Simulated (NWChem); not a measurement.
System: GeSiH$_{5}$, doublet; SMILES [GeH3][SiH2]

The following NWChem deck was run.

```
start job
memory heap 200 mb stack 900 mb global 1100 mb
geometry units angstroms
  Si     1.641467    -0.165895     0.230789
  Ge    -0.645600     0.064711    -0.075429
  H      2.425708     0.946107    -0.312707
  H      2.199233    -1.410466    -0.304793
  H     -1.449943    -0.334623     1.131250
  H     -1.089380     1.477023    -0.325810
  H     -1.296927    -0.719041    -1.182737
end
basis spherical
  * library def2-svp
end
dft
  odft
  mult 2
  xc pbe0
  iterations 150
end
driver
  maxiter 120
end
task dft optimize
task dft freq
```

The level has its own optimisation; frequencies are unscaled.

Task: Predict the main results of this run. (PBE0/def2-SVP, spin-unrestricted.) Quantities: r Ge–Si (Å); r H–Si (Å); highest harmonic frequency (cm⁻¹); lowest (cm⁻¹); zero-point energy (kcal/mol); dipole (D).

Result: 
| Item | Value |
|---|---|
| r Ge–Si (Å) | 2.375 |
| r H–Si (Å) | 1.497 |
| highest harmonic frequency (cm⁻¹) | 2230 |
| lowest (cm⁻¹) | 115 |
| zero-point energy (kcal/mol) | 23.9 |
| dipole (D) | 0.08 |
